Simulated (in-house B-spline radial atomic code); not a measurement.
A fraction x of an electron is removed from 4d in the niobium ion Nb³⁺, starting from [Kr] 4d2 and keeping the highest spin. Level of theory: non-relativistic HSE06, spin-polarised, spherical fractional occupations, point nucleus; calculated with a radial B-spline atomic code at the basis-set limit.

Caution: exact exchange at fractional occupations of open shells leaves self-interaction of up to several eV.

```csv
x,E(x) - E(0) (eV),4d up level (eV)
0,0.0000,-31.526
0.04,1.2703,-31.989
0.2,6.5380,-33.859
0.37,12.4650,-35.874
0.38,12.8243,-35.993
0.5,17.2298,-37.433
0.6,21.0336,-38.643
0.67,23.7685,-39.496
0.82,29.8308,-41.337
0.93,34.4527,-42.700
1,37.4723,-43.572
```

The exact functional would give a straight line between the two integer points. Deviations E(x) - E(0) - x[E(1) - E(0)], in eV: -0.229 at x = 0.04, -0.956 at x = 0.2, -1.4 at x = 0.37, -1.415 at x = 0.38, -1.506 at x = 0.5, -1.45 at x = 0.6, -1.338 at x = 0.67, -0.896 at x = 0.82, -0.397 at x = 0.93.

The curve lies below the straight line by up to 1.506 eV (at x = 0.5): convex, the delocalisation error, to which spherically averaged exact exchange adds.

Q: How well does Slater's transition state (minus the level at half occupation) give the ionisation energy?

A: It gives 37.433 eV against 37.472 eV from the two total energies; NIST lists 37.61 eV, ground level to ground level. The end point has an open shell averaged over its orbitals, so its exact exchange keeps a self-interaction and this is no true integer point.
